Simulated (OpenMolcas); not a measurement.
**Br IV: effect of the level shift or regulariser**

```yaml
Program: OpenMolcas
Basis: ANO-R3 [7s6p5d4f2g]
Scalar_Hamiltonian: X2C, finite nucleus
Active_space: 2 electrons in 3 orbitals (4p)
State_averaging: 2S+1 = 3 even, 3 roots; 2S+1 = 1 even, 6 roots
Spin-orbit_coupling: RASSI with atomic mean-field integrals over the reference wave functions, term energies averaged over their components
```

Methods on the same reference wave functions:
A. CASSCF
B. SS-CASPT2, IPEA 0.25 Eh, imaginary shift 0.1 Eh (closed shells correlated: 3d 4s)
C. SS-CASPT2, IPEA 0.25 Eh, sigma2 regulariser 0.3 Eh (closed shells correlated: 3d 4s)

Energies in eV above 4s2 4p2 3P0.

```json
{"Level": "4s2 4p2 3P0", "A": "0.0000", "B": "0.0000", "C": "0.0000"}
{"Level": "4s2 4p2 3P1", "A": "0.2742", "B": "0.289", "C": "0.289"}
{"Level": "4s2 4p2 3P2", "A": "0.6325", "B": "0.631", "C": "0.631"}
{"Level": "4s2 4p2 1D2", "A": "2.2944", "B": "1.936", "C": "1.936"}
{"Level": "4s2 4p2 1S0", "A": "4.9360", "B": "4.111", "C": "4.111"}
```

Between B and C no level of the table moves by more than 5 cm-1.

From A to B the spin-free energies of the other terms of 4s2 4p2 shown, above 3P, scale by factors of 0.78 to 0.81.

The lowest spin-free term lies below A's lowest term by 0.566 hartree in B, 0.566 hartree in C.

CASPT2 does not keep the components of a term degenerate, so their means are used; among the terms shown or strongly mixed into the levels shown the widest spread is 100 cm-1 (4s2 4p2 1D, C). With the s shell closed, the reference lacks s² → p² mixing. Only configurations of the active space appear.
